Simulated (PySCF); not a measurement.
B(CCH)2(OMe) (C5H5BO), SMILES C#CB(C#C)OC. The structure is a stationary point at PBE-D3(BJ)/def2-SVP. One conformer was computed; it need not be the lowest.

Computed equilibrium geometry at PBE-D3(BJ)/def2-SVP (PySCF confirms it by a frequency run) as a Z-matrix, and its point group (one conformer of several):
point group Cs.
```
B
O 1 1.3620
C 2 1.4202 1 123.97
H 3 1.1093 2 108.80 1 -121.14
H 3 1.1093 4 108.24 2 118.07
H 3 1.1100 4 109.38 5 119.10
C 1 1.5353 2 117.80 3 180.00
C 7 1.2291 2 153.05 1 180.00
H 8 1.0820 2 161.42 1 180.00
C 1 1.5407 2 122.37 3 0.00
C 10 1.2298 6 104.72 3 180.00
H 11 1.0823 6 128.15 3 -180.00
```
Charge 0, spin multiplicity 1.
